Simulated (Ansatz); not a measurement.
System: Si2H2, charge 0, multiplicity 1. 
Structure (B3LYP-D3(BJ)/def2-TZVP (Ansatz, a quantum-chemistry and plane-wave program) minimum search):
```
Si
H 1 1.4834
H 1 1.4834 2 112.18
Si 1 2.1998 2 123.91 3 180.00
```

Property: vertical electron affinity (to the doublet state of charge -1; a negative value means that the extra electron is unbound and the number depends on the basis; each state is the SCF solution reached for its spin; the UHF <S^2> is 1.20 for the doublet (pure: 0.75); for the doublet T1 is 0.063; for the singlet the Hartree-Fock reference is unstable and T1 is 0.021), in eV. Valence correlation only, unless marked. UHF or UKS for open shells. No spin-orbit coupling. Non-relativistic. Anions need diffuse functions: aug- sets have them; def2-D sets add few. CBS marks a two-point X^-3 extrapolation of the correlation energy; Hartree-Fock from the larger set. The bracket is a focal-point correction in the basis named.

| level | program | vertical electron affinity (eV) | minus last row |
|---|---|---|---|
| HF/aug-cc-pV(Q+d)Z | Ansatz | 1.41 | -0.31 |
| RI-HF/def2-QZVPPD | Ansatz | 1.39 | -0.33 |
| B3LYP/def2-TZVPD | Ansatz | 1.70 | -0.02 |
| BHLYP/def2-TZVPD | Ansatz | 1.58 | -0.14 |
| CAM-B3LYP/def2-TZVPD | Ansatz | 1.68 | -0.04 |
| MP2/aug-cc-pV(T+d)Z | Ansatz | 1.56 | -0.16 |
| RI-MP2/CBS(def2-TZVPPD,def2-QZVPPD) | Ansatz | 1.55 | -0.17 |
| SCS-MP2/def2-TZVPPD | Ansatz | 1.25 | -0.47 |
| CCSD/def2-SVPD | Ansatz | 1.34 | -0.38 |
| RI-MP2/CBS(aug-cc-pV(T+d)Z,aug-cc-pV(Q+d)Z)+[CCSD(T)-MP2]/aug-cc-pV(T+d)Z | Ansatz | 1.72 | 0.00 |
